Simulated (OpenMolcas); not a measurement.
**F+: effect of the IPEA shift**

| Property | Result |
| --- | --- |
| Program | OpenMolcas 26.06 |
| Basis | ANO-RCC-VTZP [4s3p2d1f] |
| Scalar Hamiltonian | DKH2, point nucleus |
| Active space | 4 electrons in 3 orbitals (2p) |
| State averaging | 2S+1 = 3 even, 3 roots; 2S+1 = 1 even, 6 roots |
| Spin-orbit coupling | RASSI with atomic mean-field integrals over the reference wave functions, term energies averaged over their components |

Methods on the same reference wave functions:
A. CASSCF
B. SS-CASPT2, IPEA 0 Eh, imaginary shift 0.1 Eh (closed shells correlated: 1s 2s)
C. SS-CASPT2, IPEA 0.25 Eh, imaginary shift 0.1 Eh (closed shells correlated: 1s 2s)

Energies in cm-1 above 2s2 2p4 3P2, the measured ground level; measured values from NIST Handbook of Basic Atomic Spectroscopic Data.

| Level | A | B | C | Measured |
| --- | --- | --- | --- | --- |
| 2s2 2p4 3P2 | 0.0 | 0.0 | 0.0 | 0.0 |
| 2s2 2p4 3P1 | 323 | 323 | 323 | 341 |
| 2s2 2p4 3P0 | 480 | 479 | 479 | 490 |
| 2s2 2p4 1D2 | 22727 | 21250 | 21020 | 20873 |
| 2s2 2p4 1S0 | 56364 | 47150 | 47390 | 44918 |

Deviations, from unrounded energies. A percentage is the sum of absolute deviations over the sum of measured energies, with the sign that they share, or ± where signs differ.

```json
{"Against measurement": "mean absolute deviation (cm-1)", "Levels": "4", "A": "3300", "B": "660", "C": "660"}
{"Against measurement": "fine structure of the ground term (%)", "Levels": "2", "A": "-3.4", "B": "-3.5", "C": "-3.5"}
{"Against measurement": "other terms of the ground configuration (%)", "Levels": "2", "A": "+20.2", "B": "+4.0", "C": "+4.0"}
```

B, C lie about equally close to measurement and A furthest from it. The largest miss of B in the table is 2s2 2p4 1S0, by +2200 cm-1. The ranking rests on the paired levels alone, and a cruder setting can come out closer through cancelling errors.

Between B and C the level of the table that moves most is 2s2 2p4 1S0, by 240 cm-1 (lowest in B, highest in C). Moves below CASPT2's spread within the term are not significant.

The two smallest mean deviations differ by little beside CASPT2's spread within terms, so their order carries little weight.

From A to B the spin-free energies of the other terms of 2s2 2p4 shown, above 3P, scale by factors of 0.84 to 0.93.

The lowest spin-free term lies below A's lowest term by 0.162 hartree in B, 0.158 hartree in C.

Term energies are means over components that CASPT2 splits; among the terms shown or strongly mixed into the levels shown the widest spread is 80 cm-1 (2s2 2p4 1D, C). With the s shell closed, the reference lacks s² → p² mixing. Without dynamic correlation excited terms often stand tens of per cent too high (terms of higher spin than the ground term too low), and those without a measured partner can miss by more than the paired ones (holds for A). Computed and measured levels are paired by configuration, term and J; levels that our copy of the source lacks, or whose pairing is in doubt (as where it misses far off the trend of its configuration), stay unpaired and out of the deviations. Only configurations of the active space appear.
